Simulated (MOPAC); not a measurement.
Input for MOPAC: PM7 on CH6 (a complex).

```
PM7 1SCF PRECISE CHARGE=0 THREADS=1
CH6

C     -0.01987932 1     0.01484188 1    -0.13400056 1
H     -0.04396800 1     0.02985984 1    -1.22286511 1
H     -1.03698600 1    -0.05170507 1     0.25018779 1
H      0.55369735 1    -0.84723041 1     0.20406149 1
H      0.44769498 1     0.92846061 1     0.23092090 1
H      0.05768313 1    -0.04244408 1     3.70773499 1
H      0.04169572 1    -0.03172354 1     2.96399164 1
```

It printed:

```
*******************************************************************************
 **                                                                           **
 **                              MOPAC v23.2.5                                **
 **                                                                           **
 *******************************************************************************
 ** MOPAC's Digital Object Identifier: https://doi.org/10.5281/zenodo.6511958 **
 **                                                                           **
 ** Please cite the open-source release paper for use of this MOPAC version:  **
 ** J. E. Moussa and J. J. P. Stewart (2026)                                  **
 ** MOPAC: An open-source semiempirical molecular orbital program             **
 ** J. Open Source Softw., 11(119), 8025, https://doi.org/10.21105/joss.08025 **
 *******************************************************************************

                              PM7 CALCULATION RESULTS

 *******************************************************************************
 *  PM7        - The PM7 Hamiltonian to be used
 *
 *
 *
 *                 CHARGE ON SYSTEM = 0
 *
 *
 *
 *  PRECISE    - TIGHTER CRITERIA TO BE USED
 *  1SCF       - DO 1 SCF AND THEN STOP
 *  THREADS=1  - MULTI-THREADING NOT USED
 *  T=         - A TIME OF 172800.0 SECONDS REQUESTED
 *  DUMP=N     - RESTART FILE WRITTEN EVERY 7200.0 SECONDS REQUESTED
 *******************************************************************************
PM7 1SCF PRECISE CHARGE=0 THREADS=1
 CH6

   ATOM   CHEMICAL          X               Y               Z
  NUMBER   SYMBOL      (ANGSTROMS)     (ANGSTROMS)     (ANGSTROMS)

     1       C         -0.01987932  *   0.01484188  *  -0.13400056  *
     2       H         -0.04396800  *   0.02985984  *  -1.22286511  *
     3       H         -1.03698600  *  -0.05170507  *   0.25018779  *
     4       H          0.55369735  *  -0.84723041  *   0.20406149  *
     5       H          0.44769498  *   0.92846061  *   0.23092090  *
     6       H          0.05768313  *  -0.04244408  *   3.70773499  *
     7       H          0.04169572  *  -0.03172354  *   2.96399164  *



          CARTESIAN COORDINATES

    NO.       ATOM           X           Y           Z

     1         C         -0.0199      0.0148     -0.1340
     2         H         -0.0440      0.0299     -1.2229
     3         H         -1.0370     -0.0517      0.2502
     4         H          0.5537     -0.8472      0.2041
     5         H          0.4477      0.9285      0.2309
     6         H          0.0577     -0.0424      3.7077
     7         H          0.0417     -0.0317      2.9640

 General Reference for PM7:
 "Optimization of Parameters for Semiempirical Methods VI: More Modifications to the
 NDDO Approximations and Re-optimization of Parameters", J. J. P. Stewart, J. Mol. Mod., 1:32, 19 (2013)
 https://link.springer.com/article/10.1007/s00894-012-1667-x

           Empirical Formula: C H6  =     7 atoms



      MOLECULAR POINT GROUP   :   C3v


      RHF CALCULATION, NO. OF DOUBLY OCCUPIED LEVELS = 5


 -------------------------------------------------------------------------------
 PM7 1SCF PRECISE CHARGE=0 THREADS=1
 CH6



     1SCF WAS SPECIFIED, SO BFGS WAS NOT USED
     SCF FIELD WAS ACHIEVED


                              PM7 CALCULATION
                                                       MOPAC v23.2.5 Linux




          FINAL HEAT OF FORMATION =        -46.37888 KCAL/MOL =    -194.04922 KJ/MOL


          COSMO AREA              =         77.90 SQUARE ANGSTROMS
          COSMO VOLUME            =         53.42 CUBIC ANGSTROMS

          IONIZATION POTENTIAL    =         13.669338 EV
          HOMO LUMO ENERGIES (EV) =        -13.669  5.893
          NO. OF FILLED LEVELS    =          5
          MOLECULAR WEIGHT        =         18.0584         POINT GROUP:  C3v

          MOLECULAR DIMENSIONS (Angstroms)

            Atom       Atom       Distance
            H     6    H     2     4.93218
            H     3    H     5     1.77915
            H     3    H     4     1.54072


          SCF CALCULATIONS        =          1





   ATOM   CHEMICAL          X               Y               Z
  NUMBER   SYMBOL      (ANGSTROMS)     (ANGSTROMS)     (ANGSTROMS)

     1       C         -0.01987932  *   0.01484188  *  -0.13400056  *
     2       H         -0.04396800  *   0.02985984  *  -1.22286511  *
     3       H         -1.03698600  *  -0.05170507  *   0.25018779  *
     4       H          0.55369735  *  -0.84723041  *   0.20406149  *
     5       H          0.44769498  *   0.92846061  *   0.23092090  *
     6       H          0.05768313  *  -0.04244408  *   3.70773499  *
     7       H          0.04169572  *  -0.03172354  *   2.96399164  *

                             CARTESIAN COORDINATES

   1    C       -0.019879320     0.014841880    -0.134000560
   2    H       -0.043968000     0.029859840    -1.222865110
   3    H       -1.036986000    -0.051705070     0.250187790
   4    H        0.553697350    -0.847230410     0.204061490
   5    H        0.447694980     0.928460610     0.230920900
   6    H        0.057683130    -0.042444080     3.707734990
   7    H        0.041695720    -0.031723540     2.963991640


           Empirical Formula: C H6  =     7 atoms



      MOLECULAR POINT GROUP   :   C3v


                  EIGENVALUES
 -24.94017 -15.15703 -13.70387 -13.70366 -13.66934   5.89324   5.89524   5.89530
   7.16732   7.39537


              NET ATOMIC CHARGES AND DIPOLE CONTRIBUTIONS

  ATOM NO.   TYPE          CHARGE      No. of ELECS.   s-Pop       p-Pop
    1          C          -0.602702        4.6027     1.04702     3.55568
    2          H           0.150614        0.8494     0.84939
    3          H           0.150735        0.8493     0.84926
    4          H           0.150729        0.8493     0.84927
    5          H           0.150732        0.8493     0.84927
    6          H          -0.001529        1.0015     1.00153
    7          H           0.001421        0.9986     0.99858
 DIPOLE           X         Y         Z       TOTAL
 POINT-CHG.    -0.000     0.000    -0.008     0.008
 HYBRID         0.000    -0.000    -0.001     0.001
 SUM           -0.000     0.000    -0.009     0.009


          ATOMIC ORBITAL ELECTRON POPULATIONS

     Atom    s        px        py        pz
    1  C   1.04702   1.18516   1.18518   1.18534
    2  H   0.84939
    3  H   0.84926
    4  H   0.84927
    5  H   0.84927
    6  H   1.00153
    7  H   0.99858

 **********************
 *                    *
 * JOB ENDED NORMALLY *
 *                    *
 **********************




 == MOPAC DONE ==
```

The run finished.

Cost: about 0.020 core-seconds (a rough figure).
